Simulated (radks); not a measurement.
The numbers below are computed, except where a source is named.
Q: Radial electron density D(r) = 4 pi r^2 rho(r) of an atom or ion with 2 electrons. Code: a radial shooting solver on a logarithmic mesh with Libxc functionals. Model: scalar-relativistic Kohn-Sham, PBEsol, spin-polarised, spherical densities, finite nucleus; Fermi nuclear charge, rms radius of each element as measured or else 0.836 A^(1/3) + 0.57 fm.

| r (bohr) | D(r) (e/bohr) |
|---|---|
| 0.02117 | 0.06783 |
| 0.02293 | 0.07875 |
| 0.02484 | 0.09136 |
| 0.02691 | 0.1059 |
| 0.02892 | 0.1208 |
| 0.03133 | 0.1397 |
| 0.03394 | 0.1614 |
| 0.03677 | 0.1863 |
| 0.03983 | 0.2146 |
| 0.0428 | 0.2435 |
| 0.04637 | 0.2797 |
| 0.05023 | 0.3207 |
| 0.05441 | 0.3670 |
| 0.05848 | 0.4137 |
| 0.06335 | 0.4716 |
| 0.06862 | 0.5363 |
| 0.07434 | 0.6083 |
| 0.08053 | 0.6880 |
| 0.08654 | 0.7667 |
| 0.09375 | 0.8621 |
| 0.1016 | 0.9661 |
| 0.11 | 1.078 |
| 0.1182 | 1.187 |
| 0.1281 | 1.314 |
| 0.1387 | 1.449 |
| 0.1503 | 1.589 |
| 0.1628 | 1.734 |
| 0.175 | 1.866 |
| 0.1895 | 2.012 |
| 0.2053 | 2.156 |
| 0.2224 | 2.294 |
| 0.239 | 2.410 |
| 0.259 | 2.525 |
| 0.2805 | 2.624 |
| 0.3039 | 2.700 |
| 0.3292 | 2.752 |
| 0.3538 | 2.773 |
| 0.3832 | 2.767 |
| 0.4151 | 2.727 |
| 0.4497 | 2.653 |
| 0.4833 | 2.557 |
| 0.5236 | 2.421 |
| 0.5672 | 2.255 |
| 0.6144 | 2.065 |
| 0.6656 | 1.856 |
| 0.7153 | 1.658 |
| 0.7748 | 1.434 |
| 0.8394 | 1.212 |
| 0.9093 | 1.000 |
| 0.9771 | 0.8230 |
| 1.059 | 0.6453 |
| 1.147 | 0.4911 |
| 1.242 | 0.3621 |
| 1.346 | 0.2579 |
| 1.446 | 0.1842 |
| 1.567 | 0.1220 |
| 1.697 | 0.07738 |
| 1.838 | 0.04683 |
| 1.976 | 0.02853 |
| 2.14 | 0.01562 |
| 2.318 | 0.008053 |

What is the nuclear charge?

A: Z = 3. The innermost maximum, from 1s, lies near gamma/Z bohr with gamma = sqrt(1 - (Z/c)^2) = 1.000, here 0.333 bohr (found: 0.362), and its height grows with Z. The density is that of the lithium ion Li+ in [He]; the configuration itself is not fixed sharply by these data. D(r) has 1 maximum, at r = 0.362 bohr.
